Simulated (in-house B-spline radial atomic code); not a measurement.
Settings and results of a run for Mg. Method: non-relativistic B3LYP, spherical fractional occupations, point nucleus, inside a hard spherical wall at 3.91 bohr. Calculated with a radial B-spline atomic code at the basis-set limit.

Command:
```bash
python run_scf.py task.json out
```
Settings:
```
Z                12
configuration    [Ne] 3s1 3p1
hamiltonian      nr
method           b3lyp
spin_polarised   False
wall_radius      3.91
```

Output (hartree, bohr):
```
 radial grid: 37 intervals, B-splines of order 8, outer radius 3.91 bohr

 iter        energy (Eh)    residual
    1        -199.219092    1.89e-01
    2        -199.373684    5.20e-02
    3        -199.432537    8.40e-03
    4        -199.434229    2.09e-03
    5        -199.434261    9.45e-04
    6        -199.434279    2.16e-04
    7        -199.434280    2.84e-06
    8        -199.434280    3.30e-08

 total energy                      -199.43428
 kinetic                             201.0020
 electron-nucleus                   -482.3210
 Hartree                              98.4927
 exact exchange                       -3.1823
 exchange-correlation                -13.4256

 orbital      occ     eigenvalue          <r>       <r^2>       <1/r>     <1/r^3>     <1/r^2>       r_max
 1s         2.000       -46.5322     0.130916   0.0230832     11.5843           -     271.648     0.08542
 2s         2.000        -2.8681     0.700593    0.591713     2.08839           -     18.2282      0.5484
 2p         6.000        -1.6116     0.694929    0.622146     1.94338     25.1061     5.46536      0.4802
 3s         1.000         0.1190      2.17488     5.16882     0.60101           -     2.09197       2.168
 3p         1.000         0.3895      2.24823     5.54313    0.586707     3.20468    0.789157       2.329
```

Cost of the run: 0.04 s on 1 thread of Arm Neoverse V1 (shared host).

Caution: exact exchange at fractional occupations of open shells leaves self-interaction of up to several eV.
